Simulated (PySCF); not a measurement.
C₃H₇O₂, SMILES [CH2]C(O)CO, multiplicity 2. Geometry: PBE-D3(BJ)/def2-SVP. The isomer is the one that the SMILES or the coordinates give; other isomers of the formula were not compared. Other conformers were not sampled.

Level of theory: PBE-D3(BJ)/def2-SVP run with PySCF.

Harmonic wavenumbers (cm⁻¹): 132, 147, 246, 340, 385, 403, 463, 557, 711, 823, 887, 936, 1011, 1089, 1111, 1159, 1185, 1251, 1310, 1334, 1391, 1396, 1442, 2801, 2845, 2998, 3095, 3219, 3595, 3685. Rotational constants (GHz): 6.890, 4.313, 3.494; symmetry number 1.

Problem. Work out the zero-point energy and the ideal-gas rigid-rotor harmonic-oscillator thermochemistry at 298.15 K and 1 atm.

Solution. ZPE = ½ Σ hcν = ½ × 41947 cm⁻¹ = 250.90 kJ/mol. H − E(el) = 270.58 kJ/mol. Entropy in J/(mol K): translation 162.61, rotation 106.86, vibration 54.60, spin 5.76, total 329.83. G − E(el) = 172.24 kJ/mol. Cp = 104.96 J/(mol K). Modes under 150 cm⁻¹ make the vibrational entropy uncertain.
